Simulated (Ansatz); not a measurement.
Input and output for MoO₂F₂.

```yaml
crystal:
  periodic: [false, false, false]
  atoms:
    - {symbol: Mo, position_ang: [0.005932, -0.000025, 0.004142]}
    - {symbol: O, position_ang: [0.061954, -0.016322, 1.689921]}
    - {symbol: O, position_ang: [1.607963, 0.008843, -0.523748]}
    - {symbol: F, position_ang: [-0.841498, 1.543015, -0.570154]}
    - {symbol: F, position_ang: [-0.834341, -1.535501, -0.600161]}
basis:
  gaussian: {orbitals: def2-TZVP}
hamiltonian: {xc: {name: B3LYP}, dispersion: d3bjatm, pseudopotentials: {relativity: scalar}}
scf: {omitted_lower_state_checks: [starts]}
```

```sh
$ ansatz run in.yaml --threads 4 --pin off --events-out ev --progress --plain --max-ram 3916MiB
```

It prints (some lines left out):

```
Functional definition: B3LYP
985 factors; their error is unknown
mean field evaluation 1: about -11379.4046 eV, gradient 1.2e2 eV
mean field evaluation 2: about -11080.9963 eV, gradient 3.8e2 eV
mean field evaluation 4: about -11396.8066 eV, gradient 5.2e1 eV
mean field evaluation 8: about -11400.9275 eV, gradient 3.5e-1 eV
mean field evaluation 16: about -11401.0163 eV, gradient 2.9e-4 eV
mean field -11401.01629653 eV, -418.9796210109 hartree, gradient 2.3e-5 eV, S^2 0.000000; 0 other end points of the search recorded, 0 dependent functions left out
reference -11401.01654400 eV, -418.9796301055 hartree; 24, 24 occupied and 140, 140 virtual orbitals, 985 factors
Total energy: -11401.19765615 eV, -418.9862858543 hartree
Relativity: scalar
Checks for a lower state left out: starts
```

Hardware: 4 threads of Arm Neoverse V1 on a shared host. Wall time 1.6 s.

In the def2 sets Mo takes a core potential; there is no spin–orbit coupling. B3LYP takes the VWN-RPA correlation.
